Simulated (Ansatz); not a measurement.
Species: BN, charge 0, multiplicity 3. 
Coordinates optimised at B3LYP-D3(BJ)/def2-TZVP (Ansatz, a program for electronic structure):
```xyz
2

B      0.0000     0.0000    -0.7688
N      0.0000     0.0000     0.5492
```
Charge 0, spin multiplicity 3.

Atomisation energy built up term by term with Ansatz (kcal/mol; UHF references for open shells; valence terms freeze the core; atomic spin-orbit terms are left out). CBS(X,Y): correlation extrapolated as X^-3; Hartree-Fock from the larger set (for Q and 5 zeta extrapolated as (X+1)exp(-9√X)).

| term | basis | kcal/mol |
|---|---|---|
| Hartree-Fock | CBS(cc-pVQZ,cc-pV5Z) | [?] |
| CCSD correlation | CBS(cc-pVQZ,cc-pV5Z) | 44.74 |
| (T) | CBS(cc-pVQZ,cc-pV5Z) | [?] |
| CCSDT - CCSD(T) | cc-pVDZ | 0.76 |
| (Q) | cc-pVDZ | 0.60 |
| core correlation | cc-pwCVTZ | 1.06 |
| scalar relativity (X2C) | cc-pVTZ-DK against cc-pVTZ | -0.13 |
| sum: De |  | [?] |

Complete the blanks.


- Hartree-Fock, kcal/mol: 52.84
- (T), kcal/mol: 6.17
- sum: De, kcal/mol: 106.1
